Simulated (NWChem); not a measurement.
System: CH₆GaNO; SMILES [CH3][Ga]([NH2])[OH]

Here is an NWChem input.

```
start job
memory heap 200 mb stack 900 mb global 1100 mb
geometry units angstroms noautosym nocenter noautoz
  Ga    -0.028671     0.016145    -0.024064
  C      0.259278    -1.919718     0.019481
  H     -0.172296    -2.394506    -0.874996
  H     -0.223036    -2.366259     0.902245
  H      1.332274    -2.157926     0.052929
  O     -1.647752     0.789594     0.007177
  H     -2.386575     0.176593     0.049564
  N      1.273645     1.266103    -0.103052
  H      1.075329     2.258435    -0.124366
  H      2.265763     1.073837    -0.128071
end
basis spherical
  * library pcsseg-1
end
dft
  xc pbe0
  iterations 150
end
property
  shielding
  efieldgrad
end
task dft property
```

Output (shortened):

```
             Northwest Computational Chemistry Package (NWChem) 7.3.0
             --------------------------------------------------------

                             Geometry "geometry" -> ""
                             -------------------------

 Output coordinates in angstroms (scale by  1.889725989 to convert to a.u.)

  No.       Tag          Charge          X              Y              Z
 ---- ---------------- ---------- -------------- -------------- --------------
    1 Ga                  31.0000    -0.02867100     0.01614500    -0.02406400
    2 C                    6.0000     0.25927800    -1.91971800     0.01948100
    3 H                    1.0000    -0.17229600    -2.39450600    -0.87499600
    4 H                    1.0000    -0.22303600    -2.36625900     0.90224500
    5 H                    1.0000     1.33227400    -2.15792600     0.05292900
    6 O                    8.0000    -1.64775200     0.78959400     0.00717700
    7 H                    1.0000    -2.38657500     0.17659300     0.04956400
    8 N                    7.0000     1.27364500     1.26610300    -0.10305200
    9 H                    1.0000     1.07532900     2.25843500    -0.12436600
   10 H                    1.0000     2.26576300     1.07383700    -0.12807100

 Effective nuclear repulsion energy (a.u.)     285.7143978070

                              NWChem Property Module
                              ----------------------

  itol2e modified to match energy
  convergence criterion.

                                 NWChem DFT Module
                                 -----------------

 Summary of "ao basis" -> "ao basis" (spherical)
 ------------------------------------------------------------------------------
       Tag                 Description            Shells   Functions and Types
 ---------------- ------------------------------  ------  ---------------------
 Ga                         pcsseg-1                15       41   5s7p3d
 C                          pcsseg-1                 7       17   3s3p1d
 H                          pcsseg-1                 3        5   2s1p
 O                          pcsseg-1                 7       17   3s3p1d
 N                          pcsseg-1                 7       17   3s3p1d

  itol2e modified to match energy
  convergence criterion.

[...]

          -----------------------------------------
          Chemical Shielding Tensors (GIAO, in ppm)
          -----------------------------------------

                                NWChem CPHF Module
                                ------------------

  scftype          =     RHF
  nclosed          =       29
  nopen            =        0
  variables        =     2697
  # of vectors     =        3
  tolerance        = 0.10D-03
  level shift      = 0.00D+00
  max iterations   =       50
  max subspace     =       30

 SCF residual:    2.6717692132079841E-005

Iterative solution of linear equations
  No. of variables     2697
  No. of equations        3
  Maximum subspace       30
        Iterations       50
       Convergence  1.0D-04

   iter   nsub   residual    time
   ----  ------  --------  ---------
     1      3    3.83D-01     131.6
     2      6    1.87D-02     149.7
     3      9    1.32D-03     168.0
     4     12    1.05D-04     186.3
     5     15    6.68D-06     204.7

      Atom:    1  Ga
        Diamagnetic
   2640.5627     -0.4034     -0.0561
     -0.4034   2643.5675     -0.1351
     -0.0561     -0.1351   2638.5213

        Paramagnetic
  -1351.6985     37.3147     -5.3006
     37.3147  -1135.0140    -10.4190
     -5.3006    -10.4190  -1481.9300

        Total Shielding Tensor
   1288.8642     36.9113     -5.3566
     36.9113   1508.5535    -10.5541
     -5.3566    -10.5541   1156.5913

           isotropic =    1318.0030
          anisotropy =     295.4123

          Principal Components and Axis System
                 1           2           3
             1514.9445   1282.9295   1156.1350

      1         0.1618      0.9863      0.0330
      2         0.9863     -0.1627      0.0265
      3        -0.0315     -0.0282      0.9991

      Atom:    2  C
        Diamagnetic
    250.6245     -2.0305     -0.0029
     -2.0305    261.3700     -0.3691
     -0.0029     -0.3691    249.0672

        Paramagnetic
    -56.0872     -0.8516      0.0496
     -0.8516    -63.8980     -0.0238
      0.0496     -0.0238    -53.4127

        Total Shielding Tensor
    194.5373     -2.8822      0.0468
     -2.8822    197.4720     -0.3929
      0.0468     -0.3929    195.6544

           isotropic =     195.8879
          anisotropy =       5.0800

          Principal Components and Axis System
                 1           2           3
              199.2746    195.6282    192.7610

      1        -0.5179     -0.1007      0.8495
      2         0.8497      0.0542      0.5245
      3        -0.0989      0.9934      0.0575

      Atom:    3  H
        Diamagnetic
     25.0536      2.5860      4.4573
      2.5860     32.3815      7.3547
      4.4573      7.3547     32.3145

        Paramagnetic
      2.6658     -0.6766     -1.3043
     -0.6766      0.5818     -1.9696
     -1.3043     -1.9696      0.8763

        Total Shielding Tensor
     27.7194      1.9094      3.1530
      1.9094     32.9633      5.3851
      3.1530      5.3851     33.1908

           isotropic =      31.2912
          anisotropy =      12.3986

          Principal Components and Axis System
                 1           2           3
               39.5569     28.1208     26.1958

      1         0.2914     -0.4495      0.8444
      2         0.6543      0.7376      0.1668
      3         0.6978     -0.5039     -0.5090

      Atom:    4  H
        Diamagnetic
     25.6520      2.7944     -4.9962
      2.7944     31.9389     -7.2098
     -4.9962     -7.2098     32.2724

[...]
```

Level: PBE0/pcSseg-1, GIAO. Coordinates come from a PBE0/def2-SVP optimisation. NWChem prints the field gradient with the sign opposite to the second derivative of the potential. The printed shielding anisotropy is the first printed principal value minus the mean of the other two.
